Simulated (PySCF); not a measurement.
Compound: CHBBrF3O.
Atom-mapped SMILES: `[F:1][C:2]([F:3])([F:4])[O:5][BH:6][Br:7]` (hydrogens: H8 on B6)

Cartesian coordinates in Å at the PBE0-D3(BJ)/def2-SVP level; atoms count from 1:
```
atom  x, y, z in Å
F1    -0.712    0.725   -1.371
C2    -0.491    0.502   -0.082
F3    -0.660    1.644    0.573
F4    -1.372   -0.372    0.356
O5     0.754   -0.001    0.121
B6     1.873    0.693   -0.229
Br7    3.544   -0.131    0.111
H8     1.816    1.778   -0.737
```

Computed, not measured: core-valence-separated Tamm–Dancoff BHandHLYP/aug-pcX-1 (pcseg-1 on H, def2-SVPD on Br) in PySCF, non-relativistic, gas phase, PBE0-D3(BJ)/def2-SVP geometry. The energies are unshifted.

Task: Give energies, oscillator strengths and core holes at the O K edge.

Result: 
| E (eV) | f | core hole on | main final orbital |
| --- | --- | --- | --- |
| 532.59 | 0.0190 | O5 | LUMO (93 %) |
| 535.87 | 0.0003 | O5 | LUMO+1 (60 %) |
| 536.52 | 0.0256 | O5 | spread |
| 536.72 | 0.0025 | O5 | LUMO+2 (68 %) |
| 536.98 | 0.0035 | O5 | LUMO+3 (55 %) |
| 537.01 | 0.0018 | O5 | LUMO+4 (87 %) |
| 537.54 | 0.0189 | O5 | spread |

The first line with a tenth or more of the strongest one's intensity is at 532.59 eV (f = 0.019), with the hole on O5 (boron-bound oxygen). The strongest listed is at 536.52 eV (f = 0.026; O5).

Task: What does the C 1s absorption edge look like?

Result: 
```json
{"E (eV)": "293.44", "f": "0.0530", "core hole on": "C2", "main final orbital": "LUMO (61 %)"}
{"E (eV)": "294.30", "f": "0.1100", "core hole on": "C2", "main final orbital": "spread"}
{"E (eV)": "294.94", "f": "0.0966", "core hole on": "C2", "main final orbital": "spread"}
{"E (eV)": "295.05", "f": "0.0575", "core hole on": "C2", "main final orbital": "LUMO (38 %)"}
{"E (eV)": "295.55", "f": "0.0117", "core hole on": "C2", "main final orbital": "LUMO+1 (45 %)"}
{"E (eV)": "296.41", "f": "0.0014", "core hole on": "C2", "main final orbital": "LUMO+3 (46 %)"}
{"E (eV)": "296.64", "f": "0.0024", "core hole on": "C2", "main final orbital": "LUMO+3 (44 %)"}
```

The first line with a tenth or more of the strongest one's intensity is at 293.44 eV (f = 0.053), with the hole on C2 (CF3 carbon). The strongest listed is at 294.30 eV (f = 0.110; C2).

Task: Give energies, oscillator strengths and core holes at the F K edge.

Result: 
```
E (eV)       f  core hole on          main final orbital
687.11  0.0373         F1/F3    LUMO (2 roots, f summed)
687.85  0.0010            F4                 LUMO (97 %)
687.91  0.0303      F1/F3/F4  spread (3 roots, f summed)
688.61  0.0318            F4                      spread
688.93  0.0540         F1/F3  spread (2 roots, f summed)
689.21  0.0106         F1/F3  LUMO+3 (2 roots, f summed)
689.42  0.0106            F4  spread (2 roots, f summed)
689.51  0.0081         F1/F3  LUMO+3 (2 roots, f summed)
```

The first line with a tenth or more of the strongest one's intensity is at 687.11 eV (f = 0.037, sum of 2), with the hole on F1/F3 (fluorine of a CF3 group). The strongest listed is at 688.93 eV (f = 0.054, sum of 2; F1/F3).

Roots within 0.03 eV whose holes lie on the same, on equivalent or on shared atoms are summed into one line, and the highest roots are left out, as the search may have cut off their partners. Final orbitals are the ground state's empty Kohn–Sham orbitals.

Task: What are the wavelength and the wavenumber of the 532.59 eV line?

Result: λ = 12398.42 eV Å/532.59 eV = 23.279 Å; 4.2956 × 10⁶ cm⁻¹.

The list ends where the root search ended, not at a threshold. The BHandHLYP/aug-pcX-1 (pcseg-1 on H, def2-SVPD on Br) calculation is non-relativistic and has no spin–orbit coupling, an omission that weighs most on bromine.

On one thread of an Arm Neoverse V1, on a shared host, this took 27 s of wall time and 0.93 GiB of memory at its peak.

One conformer stands for the species.
